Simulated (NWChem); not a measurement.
System: CH$_{3}$ClMgO; SMILES [Cl][Mg][O]C

```xyz
7

Mg     0.0652    -0.3409    -0.0003
Cl     0.5141    -2.4925     0.0010
O     -0.2943     1.3815    -0.0013
C     -0.5745     2.7263    -0.0021
H     -1.1585     3.0303     0.8892
H      0.3458     3.3435    -0.0069
H     -1.1659     3.0277    -0.8894
```
Atoms are numbered in this order, from 1.

Computed with NWChem. Coordinates come from a PBE0/def2-SVP optimisation. Vzz is the largest principal value of the second derivative of the potential at the nucleus (NWChem prints the opposite sign); η is the asymmetry. Non-relativistic.

For level PBE0/def2-SVP:

```yaml
Vzz Mg1 (a.u.): -0.785
```

Problem. Estimate the same quantities for level PBE0/def2-TZVP.

Solution. 
| Property | Result |
|---|---|
| Vzz Mg1 (a.u.) | -0.891 |
